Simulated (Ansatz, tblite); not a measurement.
Adding an electron: Au₂O⁺. The state is a doublet with charge 1. Geometry: r2SCAN-D4/def2-TZVP. Ansatz, gas phase; energy differences of separate SCF runs; the reduced species is a singlet (the triplet lies 1.01 eV higher at PBE0-D4/def2-TZVP).

```
atom   x (Å)   y (Å)   z (Å)
 Au1   1.226   0.191   1.172
 Au2  -1.432  -0.596  -0.712
  O3   0.206   0.405  -0.460
```

In the def2 sets Au takes a core potential; there is no spin–orbit coupling. The xTB rows come from tblite. The structure comes from a short search, and lower isomers may exist.

```tsv
level	−HOMO (eV)	−LUMO (eV)	vertical EA (eV)	HOMO–LUMO gap (eV)
GFN1-xTB	–	–	14.02	–
r2SCAN-D4/def2-TZVP	12.43	11.32	8.58	1.11
PBE0-D4/def2-TZVP	13.27	10.07	8.43	3.20
```

Q: Estimate the rows for GFN2-xTB, PBE-D4/def2-TZVP.

A: 
```json
{"level": "GFN2-xTB", "−HOMO (eV)": "–", "−LUMO (eV)": "–", "vertical EA (eV)": "13.81", "HOMO–LUMO gap (eV)": "–"}
{"level": "PBE-D4/def2-TZVP", "−HOMO (eV)": "12.30", "−LUMO (eV)": "11.75", "vertical EA (eV)": "8.66", "HOMO–LUMO gap (eV)": "0.55"}
```

  HOMO and LUMO are the levels of the spin that leaves or enters (xTB has no such levels and no spin-polarisation term). Other spin states of the ions may lie lower, which would lower the ionisation energy or raise the affinity. Raw xTB energy differences between charge states are shifted by several eV; the methods need an empirical correction for them.
